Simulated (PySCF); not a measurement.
# Multinuclear NMR of C6H8FPSi

Geometry:
```json
{"atom": "F1", "x (Å)": "-2.021", "y (Å)": "2.181", "z (Å)": "1.856"}
{"atom": "C2", "x (Å)": "-1.614", "y (Å)": "1.224", "z (Å)": "0.995"}
{"atom": "C3", "x (Å)": "-2.521", "y (Å)": "0.261", "z (Å)": "0.586"}
{"atom": "C4", "x (Å)": "-2.090", "y (Å)": "-0.711", "z (Å)": "-0.299"}
{"atom": "C5", "x (Å)": "-0.784", "y (Å)": "-0.721", "z (Å)": "-0.755"}
{"atom": "C6", "x (Å)": "0.120", "y (Å)": "0.247", "z (Å)": "-0.328"}
{"atom": "P7", "x (Å)": "1.837", "y (Å)": "0.309", "z (Å)": "-0.924"}
{"atom": "Si8", "x (Å)": "2.829", "y (Å)": "-0.502", "z (Å)": "0.916"}
{"atom": "C9", "x (Å)": "-0.308", "y (Å)": "1.238", "z (Å)": "0.551"}
{"atom": "H10", "x (Å)": "-3.534", "y (Å)": "0.283", "z (Å)": "0.955"}
{"atom": "H11", "x (Å)": "-2.781", "y (Å)": "-1.469", "z (Å)": "-0.636"}
{"atom": "H12", "x (Å)": "-0.462", "y (Å)": "-1.484", "z (Å)": "-1.449"}
{"atom": "H13", "x (Å)": "1.795", "y (Å)": "-0.904", "z (Å)": "-1.606"}
{"atom": "H14", "x (Å)": "2.165", "y (Å)": "-1.693", "z (Å)": "1.452"}
{"atom": "H15", "x (Å)": "4.200", "y (Å)": "-0.824", "z (Å)": "0.526"}
{"atom": "H16", "x (Å)": "2.797", "y (Å)": "0.565", "z (Å)": "1.916"}
{"atom": "H17", "x (Å)": "0.368", "y (Å)": "2.012", "z (Å)": "0.884"}
```

- shieldings: GIAO PBE0/pcSseg-1
- coordinates at the GFN2-xTB level
- run in PySCF 2.14.0 with density-fitted response routines
- one computed conformer, non-relativistic, fast rotation and ring inversion assumed for equivalent nuclei, isolated molecule

Problem. Predict the 19F NMR data.

Solution. 
| atoms | environment | σ (ppm) | δ (ppm) |
| --- | --- | --- | --- |
| F1 | aryl fluorine | 285.6 | -111.7 |

Shieldings were converted by a linear fit to measured shifts: 19F (scatter 6.0 ppm rms, 7.0 ppm with the 5 outliers that the fit left out vs CFCl3, solution or neat liquid, with a term for F on sp3 carbon). A few per cent of atoms miss by over 2 rms, more outside the fitted compound classes.

On a 500 MHz spectrometer 19F resonates near 470.5 MHz, so 1 ppm is 470.5 Hz.

Problem. What are the 31P shifts?

Solution. 
| atoms | environment | σ (ppm) | δ (ppm) |
| --- | --- | --- | --- |
| P7 | phosphorus bonded to C, Si, H | 485.1 | -131.8 |

Shieldings were converted by a linear fit to measured shifts: 31P: δ = 270.09 − 0.828σ (rms 18.1 ppm, 64 shifts vs H3PO4, solution or neat liquid). A few per cent of atoms miss by over 2 rms, more outside the fitted compound classes.

On a 400 MHz spectrometer 31P resonates near 161.9 MHz, so 1 ppm is 161.9 Hz.

Problem. Where does 29Si resonate?

Solution. 
| atoms | environment | σ (ppm) | δ (ppm) |
| --- | --- | --- | --- |
| Si8 | silicon bonded to P, 3 H | 421.6 | -66.5 |

Shieldings were converted by a linear fit to measured shifts: 29Si (scatter 8.9 ppm rms, 25.8 ppm with the 6 outliers that the fit left out vs TMS, solution or neat liquid). A few per cent of atoms miss by over 2 rms, more outside the fitted compound classes.

On a 300 MHz spectrometer 29Si resonates near 59.6 MHz, so 1 ppm is 59.6 Hz.
